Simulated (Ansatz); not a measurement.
Species: C₇H₁₄Si, SMILES `[SiH3][C@]12CC[C@H](CC1)C2` (charge 0, multiplicity 1).

Task: Give a relaxed geometry from Ansatz (an electronic-structure program) with PBE0-D3(BJ)/def2-SVP.

Result: Several could match; the one computed here: the end point of this relaxation, one of several conformers (outside a Z-matrix the atoms follow the SMILES, hydrogens last).
Z-matrix (Å, degrees):
```
C
C 1 1.5425
H 2 1.1021 1 113.17
H 2 1.1021 3 108.69 1 -126.63
C 2 1.5345 3 113.28 4 -126.86
H 5 1.0998 2 116.02 3 62.20
C 5 1.5340 6 113.89 2 -117.43
H 7 1.1008 5 111.95 6 -77.36
H 7 1.1009 8 107.08 5 -121.61
C 5 1.5340 6 113.89 7 -125.15
H 10 1.1008 5 111.95 6 77.36
H 10 1.1009 11 107.08 5 121.61
C 1 1.5453 2 100.92 3 62.75
H 13 1.1008 1 111.38 2 156.27
H 13 1.1020 14 106.87 1 -121.58
C 1 1.5453 2 100.92 3 173.04
H 16 1.1008 1 111.38 2 -156.27
H 16 1.1020 17 106.87 1 121.58
Si 1 1.8834 2 116.51 3 -62.11
H 19 1.4973 1 110.36 2 60.08
H 19 1.4973 20 108.70 1 121.15
H 19 1.4973 20 108.23 21 117.33
```
